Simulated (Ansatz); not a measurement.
C₂H₇AlBFO (`[BH2][Al]([CH2]F)[O]C`). Total charge 0; spin multiplicity 1.

```xyz
13

B     1.9989    1.7005   -0.7477
Al    0.5242    0.3442   -0.0418
C     0.6849   -0.6919    1.6524
F    -0.4362   -1.5083    1.8631
O    -0.8487    0.1593   -0.9986
C    -2.0446   -0.5658   -0.9921
H     1.9999    2.8654   -0.4620
H     2.9042    1.3623   -1.4582
H     1.5700   -1.3421    1.6603
H     0.7858   -0.0406    2.5309
H    -2.1038   -1.1969   -1.8851
H    -2.8977    0.1207   -1.0118
H    -2.1368   -1.2066   -0.1093
```

(1) Give the diagnostics of a CCSD(T)/def2-TZVPP run (frozen core, Ansatz 0.2.0). (Best estimate.)

Answers

(1) Computed: T1 = 0.0121, largest single amplitude 0.028, largest double 0.029, (T) share of the correlation energy 3.3 %, 12 CCSD cycles. The RHF solution is stable towards an unrestricted one. T1 lies under the customary mark of 0.02 for closed shells.
